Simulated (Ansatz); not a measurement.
`CB[BH][InH][NH2]` + H₂ → `[NH2][InH2]` + `BBC` at 700 K and 1 bar (hydrogenolysis of the In–B bond).

Program: Ansatz. Geometries: PBE0-D4/def2-TZVP. ΔE: electronic, gas phase. CBS: MP2 limit from def2 TZ/QZ plus the TZ coupled-cluster correction, frozen cores. This one scheme is used for every species. def2 core potentials past Kr. For In outer-core shells are correlated without core-valence functions, which leaves a few kJ/mol of doubt a bond. One conformer a species, not always the lowest.

| species | CCSD(T)/CBS energy (Eh) | H − E (kJ/mol) | S (J/(mol·K)) |
| --- | --- | --- | --- |
| `CB[BH][InH][NH2]` | -336.93099 | 340.4 | 571.0 |
| H₂ | -1.17544 | 46.8 | 155.3 |
| `[NH2][InH2]` | -246.90424 | 144.8 | 352.6 |
| `BBC` | -91.20122 | 237.7 | 381.9 |

H − E and S are ideal-gas, rigid-rotor, harmonic terms from PBE0-D4/def2-TZVP, for one conformer and one mirror image of each species. For small species the MP2-based limit differs from directly extrapolated CCSD(T) by up to some mEh (0.8 for H₂); such offsets cancel only in part. 1 Eh = 2625.50 kJ/mol, R = 8.31446 J/(mol·K).

By hand: ΔE, ΔH, ΔS and ΔG.

ΔE = (-246.90424) + (-91.20122) − (-336.93099) − (-1.17544) = 0.00097 Eh = 2.5 kJ/mol. Δ(H − E) = 144.8 + 237.7 − 340.4 − 46.8 = -4.7, so ΔH = -2.2 kJ/mol. ΔS = 352.6 + 381.9 − 571.0 − 155.3 = 8.2 J/(mol·K). ΔG = -2.2 − 700 × (8.2)/1000 = -7.9 kJ/mol.

By hand: the equilibrium constant, and the temperature at which ΔG would vanish if ΔH and ΔS stayed fixed.

log₁₀ K = −ΔG/(RT ln 10) = 0.6. ΔH and −TΔS have one sign here, so there is no such temperature.

TΔS isn't small against ΔH here. A doubt of 5 kJ/mol in ΔE shifts log₁₀ K by 0.4 here. Other conformers and mirror images would add mixing entropy, several J/(mol·K) or more a flexible species. Modes under 60 cm⁻¹, often nearly free rotors, make the harmonic entropy too high. These are equilibria of isolated gas molecules and say nothing of rates. Largest T1 diagnostic: 0.016 (customary marks: 0.02 for closed shells, 0.045 for open ones).

ΔS is within the doubt of such terms, so its sign, and with it that verdict, could turn.
